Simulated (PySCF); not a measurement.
`C/C(C#N)=N\[Si@H](C#N)C=O` in a uniform electric field

C₅H₅N₃OSi.
SMILES with atom numbers: `[CH3:1]/[C:2]([C:3]#[N:4])=[N:5]\[Si@H:6]([C:7]#[N:8])[CH:9]=[O:10]` (hydrogens: H11, H12, H13 on C1; H14 on Si6; H15 on C9)

Cartesian coordinates in Å at the GFN2-xTB level; atoms count from 1:
```
atom  x, y, z in Å
C1    -2.0620   -0.9700    0.1153
C2    -1.3251    0.2853   -0.2257
C3    -2.1411    1.3187   -0.7872
N4    -2.8088    2.1323   -1.2382
N5    -0.0945    0.5222   -0.0767
Si6    1.3204   -0.2604    0.4538
C7     1.9617    0.9430    1.7305
N8     2.3735    1.6525    2.5281
C9     2.4806   -0.0883   -1.0707
O10    3.2233   -0.9628   -1.4236
H11   -2.5061   -1.3909   -0.7873
H12   -1.3893   -1.6942    0.5667
H13   -2.8753   -0.7419    0.8042
H14    1.3813   -1.6131    1.0059
H15    2.4570    0.8755   -1.6171
```

Level: B3LYP/def2-SVPD (PySCF); nuclei fixed, core orbitals frozen in the response. Permanent dipole (-2.706, -4.156, -0.359) D (1 au = 2.5417 D). Static polarisability (au):

```
x   132.78 -10.27   9.20
y   -10.27  96.84   0.81
z     9.20   0.81  92.53
```

Only the terms in μ and α are kept: μ(F) = μ + αF and ΔE = −μ·F − ½ F·αF.

(1) What do fields of 0.514 V/Å (0.01 au) along the six axis directions do?

(2) For the field (0.0060, 0.0080, 0.0090) au, what is the induced dipole, and what angle does it make with the field?

(3) Which field along μ doubles the dipole in that direction (linear response)?

(4) What field makes μF equal to kT at 200 K?

(5) A unit point charge sits 20 Å away. Estimate the induction energy −αe²/2R⁴ with the mean polarisability, treating the molecule as a point.

Answers

(1) 
| field along | induced x (D) | induced y (D) | induced z (D) | total size (D) | −μ·F (kJ/mol) | −½F·αF (kJ/mol) |
| --- | --- | --- | --- | --- | --- | --- |
| +x | 3.375 | -0.261 | 0.234 | 4.469 | +27.952 | -17.431 |
| −x | -3.375 | 0.261 | -0.234 | 7.246 | -27.952 | -17.431 |
| +y | -0.261 | 2.461 | 0.021 | 3.434 | +42.929 | -12.713 |
| −y | 0.261 | -2.461 | -0.021 | 7.065 | -42.929 | -12.713 |
| +z | 0.234 | 0.021 | 2.352 | 5.214 | +3.708 | -12.147 |
| −z | -0.234 | -0.021 | -2.352 | 5.782 | -3.708 | -12.147 |

(2) αF = (2.027, 1.831, 2.273) D, at 8.6° to the field. The polarisability along this direction, F·αF/F², is 102.75 au, against a mean of 107.38 au.

(3) The polarisability along the dipole is 98.94 au, so F = 1.9562 au / 98.94 au = 0.0198 au = 1.02 V/Å; higher-order terms are ignored.

(4) kT = 0.6334 × 10⁻³ Eh, so F = 0.000324 au = 1.66 MV/cm.

(5) R = 37.79 bohr, so the energy is −107.4/(2 × 37.79⁴) Eh = -0.0691 kJ/mol. The charge–dipole term at its most favourable orientation, −μe/R², is -3.6 kJ/mol.

The structure is a single GFN2-xTB conformer in the gas phase; no vibrational or solvent corrections.
